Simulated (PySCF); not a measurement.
Gas-phase reaction: SnH4 + O2 → SnO2 + 2 H2, at 1400 K and a standard pressure of 1 bar. Level: MP2/def2-SVP†.

Computed with PySCF and rigid-rotor harmonic-oscillator thermochemistry at 1 bar. † marks an energy on the PBE0/def2-TZVP geometry and frequencies. MP2 freezes the core. Open shells (unrestricted): O2 (multiplicity 3); the rest are closed-shell singlets. Sn: scalar-relativistic def2 core potential, no spin-orbit coupling. SnO2: computed as isolated molecules; such fragments, hydroxides, amides, oligomers or adducts are transient or little studied in the gas. MP2 isn't extrapolated to the basis-set limit; its ΔH°(298 K) is -61.0 kJ in def2-SVP and -170.4 kJ in def2-TZVPP. The harmonic model lacks anharmonicity and excited electronic states, which grow with temperature; levels with a mode under 35 cm⁻¹ are left out.

```tsv
species	E (Ha)	H(1400 K) − E (kJ/mol)	S°(1400 K) (J/mol/K)
SnH4	-215.76364	168.7	344.3
O2	-149.83341	55.2	254.5
SnO2	-363.30834	88.9	343.8
H2	-1.15525	67.7	175.9
```
E: electronic energy; H − E holds the zero-point and thermal terms. 1 Ha = 2625.5 kJ/mol.

Question: Work out ΔH°, ΔS°, ΔG° and log10 K from these numbers.

Answer: 1. ΔE = 1×(-363.30834) + 2×(-1.15525) − 1×(-215.76364) − 1×(-149.83341) = -0.02179 Ha = -57.2 kJ.
2. Δ(H − E) = 1×(88.9) + 2×(67.7) − 1×(168.7) − 1×(55.2) = 0.4 kJ, so ΔH° = -56.8 kJ.
3. ΔS° = 1×(343.8) + 2×(175.9) − 1×(344.3) − 1×(254.5) = 96.8 J/K; the number of gas molecules changes by +1.
4. ΔG° = ΔH° − TΔS° = -56.8 − 1400×(96.8)/1000 = -192.3 kJ.
5. log10 K = −ΔG°/(RT ln 10) = 7.18, with RT ln 10 = 26.80 kJ/mol; at standard pressures the products are favoured.
6. A shift of 10 kJ in ΔE would move log10 K by 0.37 here.
For scale, ΔH°(298 K) is -61 kJ at this level, -60 kJ at ωB97M-V/def2-TZVP†, and runs from -328 to 105 kJ over the 18 levels computed.
